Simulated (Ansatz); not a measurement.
Input for Ansatz (a quantum-chemistry and plane-wave program):
Ansatz 0.2 input:
```yaml
crystal:
  periodic: [false, false, false]
  atoms:
    - {symbol: Si, position_ang: [0.00000000, 0.00000000, 0.00000000]}
basis:
  gaussian:
    orbitals: aug-cc-pVDZ
hamiltonian:
  xc: hf
magnetization: {spin_polarized: true, initial_magnetization: 2}
```

Task: What does this run give for the number of basis functions, <S^2>?

Result: 
number of basis functions: 27
<S^2>: 2.014
